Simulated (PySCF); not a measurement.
C2H4ClFOSi, SMILES Cl[Si@@H](CC=O)F. Atoms are numbered in the order given.

```xyz
10

O      2.6807     0.1530    -1.2475
C      2.0486     0.2584    -0.2315
C      1.1070    -0.7895     0.2861
Si    -0.6698    -0.4638    -0.1983
F     -1.6006    -1.5262     0.5894
Cl    -1.1932     1.4236     0.4188
H      2.1056     1.1870     0.3920
H      1.1275    -0.8271     1.3881
H      1.3850    -1.7725    -0.1279
H     -0.9311    -0.5967    -1.6477
```
Charge 0, spin multiplicity 1.

Geometry optimised at PBE0-D3(BJ)/def2-SVP. The structure was generated by enumeration; whether it is a known compound was not checked. One conformer was computed; it need not be the lowest.

Computed with B3LYP/pcSseg-1 run with PySCF.

GIAO shieldings, no solvent; atoms listed in one row are averaged. δ = σ(ref) − σ: ¹⁷O against H2O (σ = 333.8 ppm); ¹³C against TMS (σ = 181.3 ppm); ²⁹Si against TMS (σ = 338.7 ppm); ¹⁹F against CFCl3 (σ = 161.7 ppm); ³⁵Cl against HCl (σ = 933.3 ppm); ¹H against TMS (σ = 31.68 ppm), references at their B3LYP-D3(BJ)/def2-TZVP geometries, non-relativistic (without spin–orbit terms, shifts of atoms bonded to Cl or Br come out too high).

```tsv
nucleus	atoms	count	δ (ppm)
¹⁷O	O1	1	731.1
¹³C	C2	1	199.2
¹³C	C3	1	44.5
²⁹Si	Si4	1	8.8
¹⁹F	F5	1	-157.5
³⁵Cl	Cl6	1	72.8
¹H	H7	1	9.92
¹H	H10	1	5.66
¹H	H8	1	2.89
¹H	H9	1	2.55
```
